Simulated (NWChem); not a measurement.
System: C2H5BO3; SMILES B(O)(OC=C)O

```xyz
11

C      0.4826     2.1759    -0.0187
C     -0.6755     1.5161     0.0107
O     -0.8985     0.1663     0.0065
B     -0.0054    -0.8726     0.0022
O     -0.5904    -2.1155    -0.0106
O      1.3517    -0.6431     0.0113
H      1.4458     1.6843    -0.0479
H      0.4553     3.2604    -0.0117
H     -1.6271     2.0407     0.0403
H      0.0344    -2.8512    -0.0132
H      1.8897    -1.4456     0.0128
```
Atoms are numbered in this order, from 1.

Computed with NWChem. Pople sets run with spherical d functions. Coordinates come from a B3LYP/6-31G* (spherical d) optimisation. Atomic charges in e: unrestrained fits to the electrostatic potential beside Mulliken populations; buried atoms are poorly determined by the fit.

Task: Estimate the computed values for Hartree-Fock/6-31G*. Quantities: ESP C1; Mulliken C1; ESP C2; Mulliken C2; ESP O3; Mulliken O3; ESP B4; Mulliken B4; ESP O5; Mulliken O5; relative RMS misfit of the potential (%).

Result: The ESP C1 comes out as -0.59, the Mulliken C1 is -0.48 and the ESP C2 comes out as 0.26. The Mulliken C2 comes out as 0.19, the ESP O3 comes out as -0.47 and the Mulliken O3 comes out as -0.63. The ESP B4 comes out as 1.03 and the Mulliken B4 comes out as 0.93. The ESP O5 is -0.82 and the Mulliken O5 is -0.75. The relative RMS misfit of the potential (%) is 19.
